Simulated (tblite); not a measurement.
C4H8BFS2.
Bonds: C1–B2, B2–S3, S3–C4, C4–C5, C5–F6, C5–C7, C7–S8, B2–S8. Hydrogens: H9, H10, H11 on C1; H12, H13 on C4; H14 on C5; H15, H16 on C7.

Computed with GFN2-xTB (tblite), gas phase: L-BFGS steps from a force-field or distance-geometry start until the largest atomic force falls under 0.01 eV/Å.

Step 28: E = -683.9387 eV
```
atom  x, y, z in Å  |  force x, y, z in eV/Å
C1     -2.9043   -0.6782    0.0911    0.049   0.012   0.016
B2     -1.3646   -0.3098    0.2056    0.162   0.050   0.047
S3     -0.1751   -1.6626    0.1662    0.020   0.051   0.039
C4      1.4601   -0.9466   -0.2813   -0.032  -0.081  -0.148
C5      1.8594    0.3901    0.3125   -0.113  -0.023   0.096
F6      3.0809    0.7440   -0.2620   -0.222  -0.088   0.031
C7      0.9059    1.5344    0.0202   -0.058   0.144  -0.042
S8     -0.8703    1.3975    0.4890    0.047  -0.165  -0.074
H9     -3.1545   -0.9080   -0.9518    0.081   0.042   0.184
H10    -3.1526   -1.5706    0.6650    0.008   0.017  -0.030
H11    -3.5754    0.1211    0.4057    0.120  -0.023   0.003
H12     1.4280   -0.8842   -1.3639    0.109   0.163  -0.251
H13     2.2090   -1.6877   -0.0123   -0.041  -0.144   0.083
H14     2.0793    0.3043    1.3804   -0.178  -0.045   0.165
H15     1.2724    2.4212    0.5292   -0.041   0.154   0.087
H16     0.8942    1.7442   -1.0459    0.089  -0.063  -0.206
```

Step 29: E = -683.9512 eV
```
atom  x, y, z in Å  |  force x, y, z in eV/Å
C1     -2.9073   -0.6805    0.0920    0.109   0.025  -0.013
B2     -1.3624   -0.3104    0.1946    0.062   0.037   0.040
S3     -0.1723   -1.6599    0.1629    0.053   0.017  -0.020
C4      1.4654   -0.9454   -0.2887   -0.108  -0.133  -0.100
C5      1.8559    0.3896    0.3170   -0.095  -0.019   0.036
F6      3.0778    0.7410   -0.2520   -0.104  -0.051   0.038
C7      0.9105    1.5393    0.0149   -0.118   0.129  -0.021
S8     -0.8693    1.3954    0.4770    0.058  -0.101  -0.099
H9     -3.1767   -0.9069   -0.9487    0.127   0.035   0.248
H10    -3.1462   -1.5701    0.6733    0.006  -0.014  -0.052
H11    -3.5740    0.1163    0.4184    0.111   0.021   0.006
H12     1.4402   -0.8831   -1.3753    0.110   0.153  -0.103
H13     2.2069   -1.6920   -0.0064   -0.058  -0.070   0.022
H14     2.0681    0.3001    1.3886   -0.201  -0.038   0.078
H15     1.2701    2.4259    0.5344   -0.049   0.084   0.021
H16     0.9059    1.7497   -1.0543    0.095  -0.074  -0.082
```

Step 30: E = -683.9671 eV
```
atom  x, y, z in Å  |  force x, y, z in eV/Å
C1     -2.9017   -0.6809    0.0934    0.159   0.028   0.017
B2     -1.3544   -0.3108    0.1770   -0.024   0.006   0.015
S3     -0.1693   -1.6608    0.1516    0.069  -0.028  -0.064
C4      1.4685   -0.9468   -0.2993   -0.183  -0.139  -0.029
C5      1.8431    0.3868    0.3255   -0.070  -0.018  -0.057
F6      3.0678    0.7343   -0.2307    0.069   0.005   0.047
C7      0.9112    1.5456    0.0069   -0.147   0.072  -0.013
S8     -0.8704    1.3940    0.4543    0.047  -0.011  -0.107
H9     -3.2035   -0.9036   -0.9378    0.171   0.007   0.216
H10    -3.1235   -1.5665    0.6847   -0.026  -0.073  -0.053
H11    -3.5568    0.1143    0.4376    0.049   0.098   0.036
H12     1.4520   -0.8821   -1.3900    0.123   0.153   0.065
H13     2.2042   -1.6961   -0.0026   -0.061  -0.002  -0.041
H14     2.0409    0.2958    1.4035   -0.233  -0.047  -0.050
H15     1.2638    2.4291    0.5397   -0.046   0.037  -0.044
H16     0.9206    1.7566   -1.0661    0.104  -0.090   0.062
```

Step 31: E = -683.9808 eV
```
atom  x, y, z in Å  |  force x, y, z in eV/Å
C1     -2.8904   -0.6793    0.0977    0.152   0.024   0.073
B2     -1.3438   -0.3100    0.1584   -0.092  -0.042  -0.005
S3     -0.1698   -1.6660    0.1308    0.071  -0.049  -0.064
C4      1.4671   -0.9506   -0.3072   -0.178  -0.079   0.016
C5      1.8267    0.3828    0.3340   -0.045  -0.011  -0.126
F6      3.0576    0.7271   -0.2063    0.162   0.035   0.065
C7      0.9073    1.5500   -0.0006   -0.099   0.015  -0.012
S8     -0.8754    1.3953    0.4248    0.043   0.060  -0.091
H9     -3.2237   -0.8999   -0.9205    0.186  -0.021   0.112
H10    -3.0948   -1.5638    0.6953   -0.063  -0.100  -0.033
H11    -3.5332    0.1168    0.4573   -0.004   0.136   0.075
H12     1.4616   -0.8794   -1.4001    0.133   0.152   0.156
H13     2.2029   -1.6977   -0.0020   -0.068   0.025  -0.072
H14     2.0080    0.2935    1.4179   -0.252  -0.071  -0.152
H15     1.2572    2.4288    0.5437   -0.051   0.020  -0.085
H16     0.9352    1.7614   -1.0755    0.104  -0.094   0.142
```

**Question.** Estimate the geometry and energy of step 32. (The exact step hangs on the optimiser's Hessian estimate; all steps are aligned on step 31, rigid shifts and turns removed.)

**Answer.** E = -683.9954 eV, largest force 0.360 eV/Å
```
atom  x, y, z in Å  |  force x, y, z in eV/Å
C1     -2.8744   -0.6765    0.1069    0.041   0.008   0.104
B2     -1.3316   -0.3090    0.1357   -0.123  -0.082  -0.013
S3     -0.1724   -1.6749    0.0988    0.043  -0.047  -0.032
C4      1.4619   -0.9562   -0.3141   -0.083   0.032   0.025
C5      1.8060    0.3776    0.3423    0.001   0.007  -0.153
F6      3.0483    0.7190   -0.1749    0.165   0.037   0.098
C7      0.9004    1.5536   -0.0089    0.011  -0.043  -0.028
S8     -0.8836    1.3996    0.3843    0.039   0.093  -0.062
H9     -3.2433   -0.8958   -0.8968    0.197  -0.038   0.021
H10    -3.0599   -1.5629    0.7077   -0.100  -0.087  -0.009
H11    -3.5045    0.1228    0.4821   -0.021   0.115   0.107
H12     1.4745   -0.8736   -1.4072    0.127   0.143   0.188
H13     2.2021   -1.6975   -0.0037   -0.077   0.027  -0.075
H14     1.9646    0.2915    1.4323   -0.253  -0.103  -0.234
H15     1.2494    2.4261    0.5466   -0.058   0.024  -0.104
H16     0.9549    1.7655   -1.0834    0.089  -0.085   0.167
```

The energy changes by -0.0146 eV. The first-order estimate −F·Δx gives -0.0203 eV and the mean of the old and new forces, exact on a quadratic surface, -0.0147 eV. The step makes an angle of 75° with the force vector and moves no atom by more than 0.046 Å.

What follows is the cost of the whole relaxation. Hardware: an Arm Neoverse N1 with one thread, on a shared host. Cost: 1.1 s wall.
